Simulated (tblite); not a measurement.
C7H11N (charge +1 and doublet state).
Z-matrix (Å and degrees, GFN2-xTB geometry), rows numbered from 1:
```
C 
C   1  1.3361
C   2  1.4533  1  126.05
C   3  1.3556  2  119.33  1   163.92
C   3  1.4631  2  118.65  1   -17.19
C   5  1.3334  3  121.32  2   -37.45
C   5  1.5454  3  116.74  2   144.21
N   7  1.4076  5  114.84  3  -162.23
H   1  1.0791  2  122.73  3    -5.88
H   1  1.0771  2  121.07  3   176.08
H   2  1.0825  1  119.27  3   177.31
H   4  1.0762  3  122.88  2  -174.05
H   4  1.0775  3  120.93  2     6.69
H   6  1.0760  5  123.66  3   177.40
H   6  1.0789  5  120.27  3    -7.31
H   7  1.0960  5  106.45  3   -42.24
H   7  1.0931  5  108.62  3    75.11
H   8  1.0082  7  118.05  5    62.98
H   8  1.0078  7  118.86  5   -85.19
```

Level: GFN2-xTB in tblite, geometry and Hessian alike; calculated harmonic values, unscaled, isolated species. The method is semi-empirical: single wavenumbers can be off by several per cent or more. One conformer, not necessarily the lowest. Open shells enter through the occupations alone, without spin polarisation, and single modes of such species can be off by tens of per cent.

Harmonic wavenumbers (cm⁻¹): 56.2, 62.9, 144.9, 184.8, 226.9, 266.8, 299.0, 332.0, 402.3, 459.8, 480.8, 529.0, 563.6, 585.3, 677.9, 685.7, 783.2, 847.6, 872.4, 896.6, 899.1, 907.8, 920.9, 970.4, 989.2, 1056.4, 1093.7, 1160.0, 1246.9, 1257.5, 1260.6, 1281.0, 1363.4, 1376.2, 1381.5, 1407.2, 1471.9, 1525.4, 1584.7, 1597.0, 2930.3, 2967.7, 3056.0, 3087.4, 3091.6, 3109.3, 3128.4, 3137.7, 3143.8, 3442.4, 3497.1.

A = 3195, B = 1452, C = 1118 MHz; mass 109.089 u (most abundant isotopes); point group C1, symmetry number 1; spin multiplicity 2.

Zero-point energy?

½Σν̃ = 34350 cm⁻¹ = 98.21 kcal/mol.

What is S at 350 K and 1 bar for an ideal gas of classical rigid rotors and harmonic oscillators?

Translation 40.80, rotation 29.00, vibration 31.88, spin (R ln 2) 1.38: S = 103.0 cal/(mol K).

And Cp and H(350 K) − H(0)?

Cp = 43.85 cal/(mol K), of which vibrations give 35.90 (their classical limit is 51 R = 101.3); H(350 K) − H(0) = 8.85 kcal/mol without the zero-point energy, 6.07 from vibrations.

Blend soft modes into free rotors: weight 1/[1 + (100 cm⁻¹/ν̃)⁴] for the oscillator and the rest for a rotor with moment μB/(μ + B), μ = h/(8π²ν), B = 10⁻⁴⁴ kg m². What vibrational entropy results?

29.56 cal/(mol K) in place of 31.88, which changes −T·S at 350 K by +0.81 kcal/mol.

Which modes carry the vibrational entropy at 350 K?

56.2 cm⁻¹: 4.90; 62.9 cm⁻¹: 4.68; 144.9 cm⁻¹: 3.05; 184.8 cm⁻¹: 2.58; 226.9 cm⁻¹: 2.20; 266.8 cm⁻¹: 1.90 cal/(mol K); the other 45 give 12.57 together.

Hindered rotation and anharmonicity are outside this model. Other conformers, if any are populated, would add a mixing term that is left out. The structure is chiral; the term R ln 2 for an equal mix with its mirror image is left out.
